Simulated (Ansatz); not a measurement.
Reaction (formal hydrolysis of the Al–O bond): `C[O][Al]([F])[Cl]` + H₂O → `[OH][Al]([F])[Cl]` + CH₃OH

Gas-phase electronic energies from Ansatz, PBE0-D4/def2-TZVP geometries. CCSD(T)/CBS adds triple-zeta CCSD(T) − MP2 to the extrapolated MP2 energy (def2 sets, frozen cores). This one scheme is used for every species. Functionals use def2-TZVPP. Each species was taken in one conformer, which may not be the lowest.

`C[O][Al]([F])[Cl]`:

Z-matrix (Å, degrees):
```
C
O 1 1.402
H 1 1.096 2 112.4
H 1 1.094 2 109.7 3 -120.6
H 1 1.094 2 109.7 3 120.6
Al 2 1.663 1 136.1 3 -0.2
Cl 6 2.077 2 121.9 1 -0.2
F 6 1.635 2 119.1 1 179.9
```

H₂O:

```xyz
3

O     0.104   -0.327    0.185
H    -0.663    0.224    0.359
H     0.559    0.103   -0.543
```

`[OH][Al]([F])[Cl]`:

Z-matrix (Å, degrees):
```
Al
O 1 1.675
Cl 1 2.076 2 122.8
F 1 1.634 2 118.3 3 180.0
H 2 0.956 1 123.4 3 -0.0
```

CH₃OH:

Cartesian coordinates in Å:
```
C 0.195 0.014 0.297
O -0.076 -0.217 -1.066
H 1.245 -0.231 0.460
H -0.409 -0.620 0.958
H 0.043 1.063 0.582
H -0.998 -0.009 -1.232
```

```csv
species,r2SCAN0 energy (Eh)
`C[O][Al]([F])[Cl]`,-917.72639
H₂O,-76.41194
`[OH][Al]([F])[Cl]`,-878.44835
CH₃OH,-115.69141
```

(1) Work out ΔE.

Largest T1 diagnostic among the species: 0.011.

Answers

(1) ΔE = (-878.44835) + (-115.69141) − (-917.72639) − (-76.41194) = -0.00143 Eh = -3.8 kJ/mol. CCSD(T)/CBS gives -0.4 kJ/mol.

The D4 term adds +4.0 kJ/mol with B3LYP and +2.4 kJ/mol with PBE0; it sums over pairs of atoms, weighted by their polarisabilities, and B3LYP, whose exchange is more repulsive, gets the larger term. Leaving LDA and LC-ωPBE aside and taking each functional with its dispersion term where it has one, the values, not all of them listed here, spread over 3.5 kJ/mol, from B97M-V to BHLYP-D4.

B3LYP here is the variant with VWN-RPA as its local correlation; programs differ in this.
